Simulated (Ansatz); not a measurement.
Te5Pb4, relaxed as a singlet with RKS PBE-D4/def2-SVP in Ansatz, starting from the GFN1-xTB geometry. Force threshold 0.03 eV/Å.

In the def2 sets Pb, Te take a core potential; there is no spin–orbit coupling. Another isomer (singlet) lies 1.01 eV lower at PBE0-D4/def2-SVP; other spin states weren't run for this one.

Start:

Cartesian coordinates in Å:
```
Pb 0.9023 -0.7271 1.4375
Pb -3.6051 -1.7432 1.1076
Pb -1.7964 1.0840 -1.3201
Pb 2.8721 1.1678 -1.5805
Te -3.6097 -1.1796 -1.6483
Te 2.3833 1.8138 1.2574
Te 0.5921 -0.6478 -1.4797
Te -1.8255 0.4972 1.5802
Te 4.0870 -0.2651 0.6458
```

```tsv
step	energy (eV)	largest force component (eV/Å)	SCF passes
1	-57474.6426	1.209	23
2	-57475.0052	0.474	27
3	-57475.1130	0.111	28
4	-57475.1246	0.043	22
5	-57475.1354	0.162	27
6	-57475.1429	0.054	23
7	-57475.1465	0.047	22
8	-57475.1480	0.024	22
```

Force components are those of the run's own axes.

End:

```tsv
atom	x (Å)	y (Å)	z (Å)
Pb1	1.025	-0.818	1.361
Pb2	-3.907	-1.538	0.938
Pb3	-1.620	1.010	-1.048
Pb4	2.783	1.000	-1.673
Te5	-3.655	-1.021	-1.850
Te6	2.294	1.972	1.200
Te7	0.562	-1.050	-1.620
Te8	-1.821	0.334	1.953
Te9	4.339	0.111	0.738
```

By distances, no bond broke or formed. The bond that changes most is Pb1–Te9, from 3.31 to 3.50 Å (atoms count from 1).

No frequencies were taken in this run, so the end may be a saddle point.

Hardware: 4 threads of Intel Xeon on a shared host. Wall time 56 s, peak host memory 0.56 GiB.
